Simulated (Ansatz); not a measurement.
```yaml
crystal:
  periodic: [false, false, false]
  atoms:
    - {symbol: S, position_ang: [-1.080039, 0.453897, 2.081998]}
    - {symbol: B, position_ang: [-0.251010, -0.028037, 0.625491]}
    - {symbol: C, position_ang: [1.014646, -0.590241, -0.018955]}
    - {symbol: C, position_ang: [-0.103692, -0.023781, -0.897155]}
    - {symbol: Cl, position_ang: [0.155366, 1.498802, -1.742253]}
    - {symbol: H, position_ang: [-2.146134, 1.042029, 1.506453]}
    - {symbol: H, position_ang: [1.926514, -0.005747, 0.076388]}
    - {symbol: H, position_ang: [1.197817, -1.655203, -0.125022]}
    - {symbol: H, position_ang: [-0.624965, -0.738020, -1.524045]}
basis:
  gaussian: {orbitals: def2-mTZVP}
total_charge: -1
magnetization: {spin_polarized: true, initial_magnetization: 1}
hamiltonian: {xc: {name: wPBEh}, pseudopotentials: {relativity: none}}
accuracy: high
multiplicity: 3
output: {forces: true}
```

```sh
$ ansatz run in.yaml --threads 4 --pin off --events-out ev --progress --plain --max-ram 10444MiB
```

(1) How does Ansatz answer? (Best estimate.)

Answers

(1) Ansatz gave: The input was rejected before any iteration.
```
Error: YAML parse error: error: line 19 column 1: unknown field `multiplicity`, expected one of crystal, accuracy, basis, kpoints, hamiltonian, magnetization, projection, total_charge, correlation, batch, efield, external_charges, scf, relax, neb, saddle, md, ramp, phonons, dielectric, real_time, elastic, magnetic_configurations, gw, evaluate, workflow, output, checkpoint, execution
17 | hamiltonian: {xc: {name: wPBEh}, pseudopotentials: {relativity: n…
18 | accuracy: high
19 | multiplicity: 3
20 | output: {forces: true}
```
